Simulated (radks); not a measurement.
The numbers below are computed, except where a source is named.
Orbital eigenvalues (eV) of the gadolinium ion Gd2+, [Xe] 4f7 5d1, at several levels of relativity; Dirac values are averaged over j with weights 2j + 1. Spin-unpolarised spherical Kohn-Sham, PBEsol, point nucleus unless stated (finite: rms radius 5.1569 fm), a radial shooting solver on a logarithmic mesh with Libxc functionals. A level marked "c x" has the speed of light scaled by that factor and shares open shells by 2j + 1; other Dirac levels either fill j = l - 1/2 first or share by 2j + 1.

shell  non-rel.  scalar-rel., finite nucleus  Dirac, 2j+1 shares, finite nucleus  Dirac, c x 1.5  change of magnitude, last against first (%)
2s      -7509.1                      -8282.4                             -8269.5         -7822.7                                        +4.18
2p      -7145.6                      -7373.8                             -7390.9         -7248.0                                        +1.43
3s      -1667.5                      -1846.6                             -1843.7         -1740.3                                        +4.37
3p      -1505.6                      -1565.1                             -1568.6         -1532.1                                        +1.76
3d      -1203.8                      -1192.9                             -1190.8         -1198.4                                        -0.45
4s      -339.98                      -382.71                             -382.12         -357.28                                        +5.09
4p      -276.69                      -289.86                             -290.79         -282.56                                        +2.12
4d      -163.82                      -161.38                             -161.10         -162.64                                        -0.72
5s      -56.927                      -63.535                             -63.442         -59.555                                        +4.62
5p      -39.728                      -40.998                             -41.149         -40.292                                        +1.42
4f      -26.387                      -22.497                             -22.462         -24.615                                        -6.71
5d      -15.614                      -15.139                             -15.131         -15.388                                        -1.45
